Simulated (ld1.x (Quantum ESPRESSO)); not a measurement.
## chromium (Cr): one change to a TM semilocal potential, before and after

```json
{
  "Element": "chromium",
  "Generator": "ld1.x (Quantum ESPRESSO) 7.5",
  "Type": "norm-conserving Troullier–Martins (semilocal form)",
  "Functional": "PBEsol",
  "Relativity": "scalar-relativistic",
  "Frozen core": "[Ar]",
  "Valence charge": "6",
  "Reference configuration": "3d4 4s2 4p0",
  "Partial waves": "4s (bound): rc 2.65 bohr; 3d (bound): rc 1.25 bohr; 4p (bound, empty): rc 3.60 bohr",
  "Local potential": "the p channel",
  "Core correction": "Bessel-smoothed model core, default radius (core density twice the valence density)"
}
```

Change: functional PBE.

Cutoffs: the cutoffs (Ry, on a coarse ladder) from which the occupation-weighted sum of valence levels, in a spherical-Bessel basis at the reference potential, stays within 10 and 1 mRy of its value at 400 Ry; they do not see the model core or the augmentation charge, which bear on the density cutoff. Errors are all-electron minus pseudo energies relative to the spin-unpolarised reference configuration.

What does the change do?

The potential gets neither clearly harder nor softer (120 Ry and 140 Ry → 120 Ry and 140 Ry); the errors of the 7 common tests hardly move; neither file shows a bound ghost. A semilocal file is local in each channel, so a ghost entry of none says nothing of the separable form that plane-wave codes build from it.

| quantity | base | changed |
| --- | --- | --- |
| cutoff, loose | 120 Ry | 120 Ry |
| cutoff, tight | 140 Ry | 140 Ry |
| bound ghosts | none | none |
| error for 3d5 4s1 4p0, meV [ΔE 0.09 → 0.10 eV] | -132 | -132 |
| error for 3d5 4s0 4p0, meV [ΔE 6.97 → 7.00 eV] | -263 | -255 |
| error for 3d4 4s0 4p0, meV [ΔE 22.98 → 23.05 eV] | -54 | -48 |
| error for 3d3 4s0 4p0, meV [ΔE 53.69 → 53.80 eV] | -279 | -267 |
| error for 3d5 4s0 4p1, meV [ΔE 3.24 → 3.22 eV] | -176 | -175 |
| error for 3d2 4s0 4p0, meV [ΔE 102.00 → 102.16 eV] | -1737 | -1698 |
| error for 3d5 4s0.5 4p0, meV [ΔE 2.80 → 2.81 eV] | -188 | -186 |
| s: phases at 3.92 bohr within 0.05 rad from the reference energy up to (Ry; the scan ends near 5) | 1.0 | 1.0 |
| p: phases at 3.92 bohr within 0.05 rad from the reference energy up to (Ry; the scan ends near 5) | 1.3 | 1.3 |
| d: phases at 3.92 bohr within 0.05 rad from the reference energy up to (Ry; the scan ends near 5) | 2.8 | 2.8 |
